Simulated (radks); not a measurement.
Species: Tb4+. Configuration: [Xe] 4f7 (the NIST ground configuration). Calculated with a radial shooting solver on a logarithmic mesh with Libxc functionals: non-relativistic Kohn-Sham, PBE, spin-polarised, spherical densities, point nucleus; open shells are filled with parallel spins first (spin-orbit coupling, left out, can overturn this in heavy ions); relativity is left out, which matters for an element this heavy. Some entries of the table are withheld. Estimate them.

| orbital | occ. | eigenvalue (eV) | <r^2> (bohr^2) |
|---|---|---|---|
| 1s down | 1 | -48676.72 | 0.0007278 |
| 1s up | 1 | -48676.72 | 0.0007278 |
| 2s up | 1 | -7818.873 | 0.01156 |
| 2s down | 1 | -7818.764 | 0.01155 |
| 2p up | 3 | -7447.304 | 0.008589 |
| 2p down | 3 | -7447.244 | 0.008589 |
| 3s up | 1 | -1770.118 | 0.07462 |
| 3s down | 1 | -1766.384 | 0.07445 |
| 3p up | 3 | -1603.942 | 0.06978 |
| 3p down | 3 | -1600.546 | 0.06960 |
| 3d up | 5 | -1294.171 | 0.05561 |
| 3d down | 5 | -1291.732 | 0.05542 |
| 4s up | 1 | -388.8320 | 0.3723 |
| 4s down | 1 | -382.0919 | 0.3728 |
| 4p up | 3 | -323.3301 | 0.3915 |
| 4p down | 3 | -316.6211 | 0.3925 |
| 4d up | 5 | -206.2455 | 0.4416 |
| 4d down | 5 | -199.6049 | 0.4445 |
| 5s up | 1 | -86.8017 | (1) |
| 5s down | 1 | -84.2432 | (2) |
| 5p up | 3 | -67.7549 | 2.424 |
| 5p down | 3 | -65.7257 | 2.515 |
| 4f up | 7 | -61.7664 | 0.6930 |
| 4f down | 0 | -55.6082 | 0.7458 |

Answer. 
(1) 5s up <r^2> (bohr^2): 2.009
(2) 5s down <r^2> (bohr^2): 2.074
